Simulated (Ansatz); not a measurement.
# Four-centre ligand exchange

Start structure (SiN₂H₇F, closed shell), relaxed at PBE0-D4/def2-TZVP:

```
atom    x (Å)    y (Å)    z (Å)
 Si1  -0.1722  -0.9377  -0.0134
  N2   1.0695   0.0987  -0.6902
  H3  -0.6582  -2.0101  -0.9230
  H4   0.5216  -1.5664   1.1435
  N5  -1.5028   0.0703   0.3000
  H6   0.9500   1.4057   0.3381
  F7   0.7351   2.0907   0.9802
  H8   2.0146  -0.2609  -0.6609
  H9   0.8828   0.4772  -1.6102
 H10  -1.3924   0.9016   0.8610
 H11  -2.4482  -0.2692   0.2749
```

The step: SiN₂H₆ ([NH2][SiH2][NH2]) + HF → SiNH₄F ([NH2][SiH2][F]) + NH₃; bonds formed: Si1–F7, N2–H6; bonds broken: Si1–N2, H6–F7. Computed with Ansatz 0.2.0 (basis: def2-TZVPP and def2-QZVPP); correlated methods freeze the cores. Extrapolation: Hartree–Fock as exp(−7.88 √X), correlation as X^−2.97. Energies below are by CCSD(T) at an estimated basis limit (MP2 extrapolated from triple and quadruple zeta, plus CCSD(T) − MP2 in triple zeta).

(1) What are the electronic barrier and the energy of the step, from the start structure to the end structure? (An estimate is asked for; the value comes from the calculation.)

The T1 diagnostic stays at or below 0.012.

Answers

(1) By the calculation: Barrier 61.5 kJ/mol; step energy -58.8 kJ/mol (downhill); reverse barrier, their difference, 120.3 kJ/mol. Barrier and step energy count from the start structure, the reverse barrier from the end structure.

The saddle point: One imaginary mode of 552i cm⁻¹.
| pair | start (Å) | saddle (Å) | end (Å) |
| --- | --- | --- | --- |
| Si1–F7 | 3.31 | 2.20 | 1.61 |
| N2–H6 | 1.67 | 1.17 | 1.01 |
| Si1–N2 | 1.75 | 1.85 | 3.01 |
| H6–F7 | 0.96 | 1.26 | 3.63 |

Zero-point energy (harmonic, PBE0-D4): ZPE is 218.2 kJ/mol at the start and 215.4 kJ/mol at the saddle, so the barrier goes from 61.5 to 58.7 kJ/mol.

Steps of this kind, hydrogen fluoride cutting a network bond, underlie vapour etching and the fluorination step of atomic layer etching.

Labels in which every atom is bracketed show which atoms are joined, not bond orders.

For scale, one of the runs: CCSD(T)/def2-TZVPP, 233 basis functions, launched by `ansatz run in.yaml --threads 4 --pin off --events-out ev --progress --plain --max-ram 9574MiB`. The run took 91 s on 4 CPU threads of an Arm Neoverse V1 (shared host), with 4.2 GiB of host memory at its peak.
